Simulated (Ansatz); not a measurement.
Ideal-gas functions of Ge2H6Se, SMILES `[GeH3][Se][GeH3]` at 500 K and 1 bar, from an Ansatz frequency run at PBE0-D4/def2-TZVP.

Molar mass 230.23 g/mol, point group C2v (symmetry number 2), electronic degeneracy 1, moments of inertia 142.861, 476.697, 606.844 u Å². Harmonic wavenumbers (cm⁻¹, unscaled): 55, 65, 75, 286, 295, 516, 544, 545, 569, 800, 834, 865, 867, 876, 883, 2146, 2150, 2152, 2155, 2174, 2176.

Use S(trans) = R[1.5 ln M + 2.5 ln T − 1.1517]; rotational temperatures θ = 24.2544 K / I; S(rot) = R[ln(√π/σ · √(T³/θAθBθC)) + 1.5]; for each mode x = 1.438777 ν̃/T, S = R[x/(eˣ − 1) − ln(1 − e⁻ˣ)] and H = RT x/(eˣ − 1); 1 cm⁻¹ = 0.0119627 kJ/mol; R = 8.31446 J/(mol·K).

Q: By hand: the entropy, in J/(mol·K).

A: Translation 187.4. Rotation: θ = 0.1698, 0.0509, 0.04 K, giving 122.1. Vibration, mode by mode: 23.65, 22.27, 21.08, 10.17, 9.92, 5.75, 5.39, 5.38, 5.09, 3.00, 2.78, 2.59, 2.58, 2.53, 2.49, 0.12, 0.12, 0.12, 0.12, 0.12, 0.12, in all 125.4. Electronic 0.0. Sum 434.9 J/(mol·K).

Q: By hand: H − E and G − E in kJ/mol, counted from the electronic energy.

A: Zero-point energy ½ × 21028 × 0.0119627 = 125.8; thermal vibration 29.6; translation, rotation and pV give 4 RT = 16.6. H − E = 172.0 kJ/mol, and G − E = 172.0 − 500 × 434.9/1000 = -45.4 kJ/mol.

Vibration gives 29 % of the entropy, 67.0 J/(mol·K) of it from the modes under 150 cm⁻¹: soft modes count most, and the harmonic formula is weakest for them.
